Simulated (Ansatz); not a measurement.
The first iterations of a band of Cl2FGaH2 + FH (8 atoms, charge 0, multiplicity 1).

Method: Ansatz, RKS PBE/def2-SVP.

```json
{"movable images": "6", "climbing image": "no", "spring": "5.0 eV/Å²", "optimiser": "quadratic models (default)", "start path": "through a guess of the saddle point", "force threshold": "0.05 eV/Å", "iteration limit": "60", "end points": "relaxed"}
```

Initial state:

```xyz
8
Properties=species:S:1:pos:R:3
Ga -0.314 -0.903 0.447
H -1.229 0.424 0.376
Cl -1.027 -2.633 -0.624
Cl 0.850 -1.152 2.248
H 0.919 0.831 -0.876
F 1.135 -0.145 -0.875
H -0.526 1.539 -0.124
F 0.191 2.038 -0.573
```

Final state:

```xyz
8
Properties=species:S:1:pos:R:3
Ga 0.518 -0.851 0.091
H -2.307 0.871 0.523
Cl -1.184 -1.819 -0.762
Cl 0.970 -0.731 2.173
H 1.417 0.645 -1.114
F 1.981 -0.739 -1.029
H -2.018 1.517 0.823
F 0.623 1.106 -0.705
```

| iteration | highest image above the first end (eV) | largest band force component (eV/Å) |
| --- | --- | --- |
| 1 | 0.977 | 2.511 |
| 2 | 0.586 | 1.550 |
| 3 | 0.768 | 1.417 |
| 4 | 0.631 | 1.267 |
| 5 | 0.570 | 0.629 |
| 6 | 0.567 | 0.704 |

Does the band converge within its limit, and where does its top end?

The forces met the threshold. It ended after 19 iterations with the highest image 0.045 eV above the first end. The profile has 2 maxima (images 1, 4) with wells between them (image 3): this band takes more than one step, which may be the mechanism or a detour left from its start path. No image climbed, so the highest image needn't sit at the top of the path. A band with more images between the same ends climbed to 0.15 eV, so this one has probably stepped over the top. The orbitals stay closed-shell, which can raise the energy where a bond breaks towards radicals; this wasn't checked here.

The run took 3.5 min on 2 threads of Intel(R) Xeon(R) Platinum 8375C CPU @ 2.90GHz (Ice Lake), with other jobs on the host, peak memory 0.18 GiB.
